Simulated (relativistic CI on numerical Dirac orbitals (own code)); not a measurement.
# Spin-allowed bands of a d3 ion in an octahedral site, by hand

Problem. A d3 ion in an octahedral site has a 4A2 ground term and spin-allowed bands at ν1 = 14000 and ν2 = 19600 cm⁻¹ (from a computed ligand-field model). Find Δ and the Racah parameter B, and predict the third band.

Working.
1. The F term splits into A2 (−1.2Δ), T2 (−0.2Δ) and T1 (+0.6Δ), so ν1 = E(T2) − E(A2) = Δ = 14000 cm⁻¹.
2. T1(F) mixes with T1(P), which lies at 15B, through an element 0.4Δ. The two roots, counted from A2, are ν2,3 = ½(15B + 3Δ) ∓ ½√[(15B − Δ)² + 12BΔ].
3. Solving the lower root for B gives B = (2ν1² + ν2² − 3ν1ν2)/(15ν2 − 27ν1) = -47040000/-84000 = 560 cm⁻¹.
4. The sum of the roots is 15B + 3Δ, so ν3 = 15B + 3ν1 − ν2 = 30800 cm⁻¹ (325 nm).

Check. The bands were computed by exact diagonalisation of the d3 shell with B = 560 and Δ = 14000 cm⁻¹, which gives ν3 = 30800 cm⁻¹. C does not enter the terms of highest spin.
